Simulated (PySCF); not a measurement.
Does the answer move with the share of exact exchange?

Compound: CH10OSi3.
SMILES: `C[SiH2][Si@H](O)[SiH3]`

Torsions of this conformer, `[CH3:1][SiH2:2][Si@H:3]([OH:4])[SiH3:5]`: C1–Si2–Si3–O4 180°, H–O4–Si3–Si2 -178°.

PySCF, def2-SVPD basis, density fitting, gas phase, PBE0-D3(BJ)/def2-SVP geometry; singlet excitations by full TDDFT with frozen cores, triplets by Tamm–Dancoff TDDFT and ionisation energies by ΔSCF, from the lowest of the holes tried. One functional is left out:

| functional | exact exchange (%) | HOMO energy (eV) | LUMO energy (eV) | lowest singlet excitation (eV) | lowest triplet excitation (eV) | dipole moment (D) | mean polarisability (au) | vertical ionisation energy (eV) |
| --- | --- | --- | --- | --- | --- | --- | --- | --- |
| LDA | 0 | -6.45 | -1.75 | 4.94 | 4.53 | 1.072 | 114.1 | 9.06 |
| PBE | 0 | -6.37 | -1.57 | 5.01 | 4.52 | 1.019 | 111.3 | 8.96 |
| PBE0 | 25 | -7.48 | -0.77 | 5.49 | 4.85 | 1.092 | 106.7 | 9.23 |
| BHandHLYP | 50 | -8.48 | 0.06 | 5.86 | 5.20 | 1.148 | 102.6 | 9.36 |

Task: Predict the row of B3LYP (20 % exact exchange) by straight lines through the other rows, and check it.

Result: 
```json
{"property": "HOMO energy (eV)", "line": "-7.25", "computed": "-7.29", "computed − line": "-0.04", "PBE0 (25 %), for comparison": "-7.48"}
{"property": "LUMO energy (eV)", "line": "-0.96", "computed": "-0.95", "computed − line": "+0.01", "PBE0 (25 %), for comparison": "-0.77"}
{"property": "lowest singlet excitation (eV)", "line": "5.35", "computed": "5.40", "computed − line": "+0.05", "PBE0 (25 %), for comparison": "5.49"}
{"property": "lowest triplet excitation (eV)", "line": "4.79", "computed": "4.88", "computed − line": "+0.09", "PBE0 (25 %), for comparison": "4.85"}
{"property": "dipole moment (D)", "line": "1.085", "computed": "1.076", "computed − line": "-0.009", "PBE0 (25 %), for comparison": "1.092"}
{"property": "mean polarisability (au)", "line": "108.4", "computed": "107.2", "computed − line": "-1.2", "PBE0 (25 %), for comparison": "106.7"}
{"property": "vertical ionisation energy (eV)", "line": "9.16", "computed": "9.23", "computed − line": "+0.07", "PBE0 (25 %), for comparison": "9.23"}
```
